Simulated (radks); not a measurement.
Values are calculated unless marked as measured or tabulated.
Spherical quantum dot in the effective-mass picture: electrons in a hard-walled sphere of radius 4.48, all in effective atomic units (hartree* = m*/eps^2 hartree, bohr* = eps/m* bohr), one dielectric constant everywhere. Level of theory: non-relativistic Kohn-Sham, LDA (Slater exchange, Perdew-Wang correlation), spin-polarised, spherical densities (a radial shooting solver with Libxc functionals). Levels are named by radial order and angular momentum (1s, 1p, 1d, 2s, ...), and open shells are averaged over m.

N = 13, configuration 1s2 1p6 1d(up 5, down 0). This is the lowest configuration that the search found. Occupied and some empty levels:

level    occupation  eigenvalue (hartree*)  <r> (bohr*)
1s up             1                 3.8922        2.917
1s down           1                 3.9569        2.891
1p up             3                 4.0338        3.059
1p down           3                 4.1022        3.049
1d up             5                 4.2717        3.175
1d down           0                 4.3420        3.171
1f up             0                 4.5922        3.270
1f down           0                 4.6635        3.270
2s up             0                 4.7590        2.037
2s down           0                 4.7902        2.035
2p up             0                 5.1945        2.361
2p down           0                 5.2352        2.354

Energy (hartree*): total 29.7673, kinetic 8.8312, external 0, Hartree 25.139, exchange-correlation -4.2026.
